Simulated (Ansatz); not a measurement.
CH$_{5}$FSeSi, SMILES `C[SiH](F)[SeH]`, 9 atoms. The species carries charge 0 and has multiplicity 1. Correlated methods include outer-core shells of Se, which these sets cover unevenly. Scalar relativity is left out up to krypton. All runs use 4 threads of a server CPU on a shared host. Correlated methods freeze the cores.

Question: How many basis functions does each run have, and how long does it take in Ansatz? RKS PBE0-D4/def2-QZVPP energy; RKS ωB97M-V/def2-SVP energy; RHF-CCSD(T)/def2-SVP energy; RHF-MP2/def2-QZVPP energy; RKS B2PLYP (frozen core)/def2-TZVPP energy; RHF-CCSD(T)/def2-TZVPP energy; direct RPA on PBE orbitals/def2-TZVPP energy; RKS PBE0-D4/def2-TZVP frequencies; RKS SPW92/def2-TZVPP energy; RKS B3LYP-D4/def2-TZVPP energy and forces; RKS ωB97M-V/def2-QZVPP energy; RKS PBE0-D4/def2-TZVP relaxation (6 steps). (Best estimate.)

Answer: The calculation gave: Other jobs shared the machine, so times are rough.

```csv
level,job,functions,wall time,peak host memory (GiB)
RKS SPW92/def2-TZVPP,energy,222,1.7 s,0.28
RKS B3LYP-D4/def2-TZVPP,energy and forces,222,6.5 s,0.63
direct RPA on PBE orbitals/def2-TZVPP,energy,222,7 s,0.47
RKS B2PLYP (frozen core)/def2-TZVPP,energy,222,7.5 s,0.56
RKS ωB97M-V/def2-SVP,energy,103,7.5 s,0.32
RHF-CCSD(T)/def2-SVP,energy,103,8 s,0.44
RKS PBE0-D4/def2-QZVPP,energy,423,13 s,1.6
RKS ωB97M-V/def2-QZVPP,energy,423,29 s,1.8
RHF-MP2/def2-QZVPP,energy,423,29 s,2.2
RKS PBE0-D4/def2-TZVP,relaxation (6 steps),177,34 s,0.47
RHF-CCSD(T)/def2-TZVPP,energy,222,3.1 min,3.5
RKS PBE0-D4/def2-TZVP,frequencies,177,3.1 min,0.47
```

B3LYP here is the variant with VWN-RPA as its local correlation; programs differ in this.
